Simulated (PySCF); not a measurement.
C₃H₆BF₃.
Geometry (PBE0-D3(BJ)/def2-SVP, Å), atoms numbered from 1 in this order:
```
atom  x, y, z in Å
C1     1.987   -0.706   -0.075
B2     0.433   -0.652   -0.180
C3    -0.365    0.673    0.105
C4    -1.861    0.563    0.087
F5    -2.460    1.731    0.358
F6    -2.297   -0.319    0.996
F7    -2.311    0.161   -1.107
H8     2.489    0.245    0.155
H9     2.249   -1.441    0.710
H10    2.417   -1.130   -0.999
H11   -0.168   -1.658   -0.489
H12   -0.051    1.100    1.073
H13   -0.059    1.420   -0.650
```

The closed-shell ground state was solved at several levels (PySCF, density fitting, gas phase, non-relativistic).

```json
{"level": "B3LYP/pcJ-1", "basis functions": "249", "HOMO (eV)": "-9.15", "LUMO (eV)": "-1.46", "gap (eV)": "7.69", "dipole (D)": "2.83"}
{"level": "PBE0/def2-SVPD", "basis functions": "197", "HOMO (eV)": "-9.32", "LUMO (eV)": "-1.27", "gap (eV)": "8.05", "dipole (D)": "2.97"}
{"level": "B3LYP/6-31G*", "basis functions": "110", "HOMO (eV)": "-8.84", "LUMO (eV)": "-1.05", "gap (eV)": "7.79", "dipole (D)": "2.61"}
```

(1) Estimate the row for PBE0/pcSseg-1, a basis of 149 functions; the other rows only guide the guess.

(2) Over all these levels, which gives the widest orbital gap and which the narrowest?

(3) How far do the dipole and the HOMO energy spread over the levels?

## Answers

(1) HOMO -9.32 eV, LUMO -1.24 eV, gap 8.08 eV, dipole 2.86 D.

(2) PBE0/pcSseg-1 (global hybrid, 25 % exact exchange) has the widest, 8.08 eV, and B3LYP/pcJ-1 (global hybrid, 20 % exact exchange) the narrowest, 7.69 eV. Functional and basis both differ between the two, so the spread mixes both effects.

(3) The dipole runs from 2.61 to 2.97 D (mean 2.82 D) and the HOMO from -9.32 to -8.84 eV.

One conformer stands for the species.
